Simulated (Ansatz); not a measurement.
Computed with Ansatz.

A structure relaxed at PBE0-D4/def2-TZVP, charge 0, multiplicity 2:

```xyz
11

C     1.080    1.179   -0.115
B     0.079    0.010   -0.152
C    -0.822   -0.346    1.094
N    -0.020   -0.749   -1.330
H     1.716    1.448   -0.956
H     1.214    1.812    0.758
H    -1.427    0.516    1.395
H    -0.200   -0.592    1.962
H    -1.501   -1.186    0.926
H    -0.650   -1.526   -1.431
H     0.531   -0.567   -2.151
```

(1) Give its formula and SMILES.

(2) Point group (tolerance 0.08 Å, 0.16 Å for H)?

(3) Summarise the bond lengths by kind.

## Answers

(1) C2H7BN, `[CH2]B(C)N`.

(2) Cs.

(3) 2 × B–C 1.540 to 1.578 Å; 5 × C–H 1.086 to 1.095 Å; 1 × B–N 1.405 Å; 2 × H–N 1.005 to 1.006 Å.
